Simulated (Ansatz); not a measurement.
Geometry optimisation, RHF/def2-TZVP (Ansatz 0.2.0).

The input (input.yaml):

```yaml
crystal:
  periodic: [false, false, false]
  atoms:
    - { symbol: Ga, position_ang: [-0.7604, -0.6415, -0.3507] }
    - { symbol: F, position_ang: [1.1053, -1.2054, 0.5012] }
    - { symbol: H, position_ang: [-1.1107, -1.4467, -1.6214] }
    - { symbol: H, position_ang: [-1.6026, -0.4818, 0.9411] }
    - { symbol: H, position_ang: [1.383, -0.0456, 0.3501] }
    - { symbol: Se, position_ang: [0.8498, 1.6771, -0.491] }
    - { symbol: H, position_ang: [0.1356, 2.1438, 0.6706] }
basis:
  gaussian: { orbitals: def2-TZVP }
hamiltonian:
  xc: hf
relax:
  f_tol: 0.15
  max_steps: 25
  restrain:
    - { distance: [0, 5], at: 3.72, k: 30.0 }
    - { distance: [4, 1], at: 2.18, k: 30.0 }
    - { distance: [0, 1], at: 1.79, k: 30.0 }
    - { distance: [4, 5], at: 1.51, k: 30.0 }
```

Launched with:

```bash
$ ansatz run input.yaml --threads 4 --pin off --max-ram 5120MiB --backend cpu --events-out ev --progress --plain --runs-dir out
```

Task: Where does it end, and by what steps?

Result: It converged. The restraints hold the end off the free minimum. After 6 steps the energy has fallen by 1.078 eV (the restraints' own energy left out); H5 moved furthest, 0.71 Å. Joined: H5–Se6 (1.99 → 1.49 Å).

```tsv
step	energy less start (eV)	largest force component (eV/Å)	accepted
0	0.0000	3.171	yes
1	0.2460	2.716	yes
2	-0.3912	2.455	yes
3	-0.9605	1.155	yes
4	-1.0317	0.884	yes
5	-1.0667	0.800	yes
6	-1.0778	0.773	yes
```

```xyz
7
Properties=species:S:1:pos:R:3
Ga -0.900 -1.207 -0.198
F 0.764 -1.403 0.386
H -1.137 -1.674 -1.664
H -1.888 -0.676 0.885
H 1.541 0.633 0.207
Se 1.109 1.911 -0.423
H 0.512 2.416 0.807
```

The run took 22 s on 4 threads of Arm Neoverse N1 (shared host), peak memory 0.41 GiB.
